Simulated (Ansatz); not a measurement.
Reaction (redistribution): `O[SiH2][SiH2]O` + `[NH2][GaH][CH2]F` → `O[SiH2][SiH](O)F` + `[CH3][GaH][NH2]`

Isolated molecules relaxed with PBE0-D4/def2-TZVP in Ansatz; ΔE leaves out vibrations. CCSD(T)/CBS is the MP2 limit (def2-TZVPP, def2-QZVPP) plus CCSD(T) − MP2 in def2-TZVPP, frozen cores. Functionals use def2-TZVPP. B3LYP here is the variant with VWN-RPA as its local correlation; programs differ in this. For Ga outer-core shells are correlated without core-valence functions, which leaves a few kJ/mol of doubt a bond. Scalar relativity is left out up to krypton. Each species was taken in one conformer, which may not be the lowest.

(1) Is it downhill or uphill in electronic energy at CCSD(T)/CBS, and by how much? (Estimate.)

(2) What do these levels give: B3LYP-D4, PBE, PBE0, CCSD/def2-TZVPP, MP2/def2-QZVPP, SCS-MP2/def2-QZVPP? (An estimate is asked.)

Largest T1 diagnostic among the species: 0.013.

Answers

(1) Ansatz gave: Downhill: ΔE = -65.3 kcal/mol.

(2) Ansatz gave: B3LYP-D4 -62.4, PBE -60.2, PBE0 -61.9, CCSD/def2-TZVPP -64.5, MP2/def2-QZVPP -68.0, SCS-MP2/def2-QZVPP -66.2 kcal/mol.

From PBE to PBE0 (25 % exact exchange), in def2-TZVPP and without D4, ΔE moves by −1.7 kcal/mol.
